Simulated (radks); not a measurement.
Spherical jellium clusters: N electrons in a uniform positive sphere of charge N and radius rs N^(1/3), rs = 2.17 bohr. Method: non-relativistic Kohn-Sham, LDA (Slater exchange, Perdew-Wang correlation), spin-polarised, spherical densities; computed with a radial shooting solver with Libxc functionals. Levels are named by radial order and angular momentum (1s, 1p, 1d, 2s, ...), and open shells are averaged over m.

N = 30, configuration 1s2 1p6 1d10 2s2 1f(up 7, down 3). This is the lowest configuration that the search found. Occupied and some empty levels:

level,occupation,eigenvalue (eV),<r> (bohr)
1s up,1,-12.046,3.825
1s down,1,-11.834,3.731
1p up,3,-9.6456,4.759
1p down,3,-9.3167,4.709
1d up,5,-6.9002,5.440
1d down,5,-6.5148,5.428
2s up,1,-6.2362,4.776
2s down,1,-5.9956,4.832
1f up,7,-3.8880,6.084
1f down,3,-3.4930,6.115
2p up,0,-3.0802,6.045
2p down,0,-2.8656,6.121
1g up,0,-0.77724,6.963
2d up,0,-0.63731,8.719
2d down,0,-0.49067,9.086
1g down,0,-0.42673,7.123

Energy (eV): total -14.7854, kinetic 160.24, external -4223.2, Hartree 2051.5, exchange-correlation -182.57, background 2179.3.

Electron density:

r (bohr),n(r) (e/bohr^3)
0.225,0.02892
1.07,0.02576
1.92,0.02152
2.77,0.02030
3.61,0.02269
4.46,0.02475
5.30,0.02196
6.15,0.01434
7.00,0.006773
7.84,0.002603
8.69,0.0009080
9.54,0.0003028
10.4,0.00009852
11.2,0.00003235
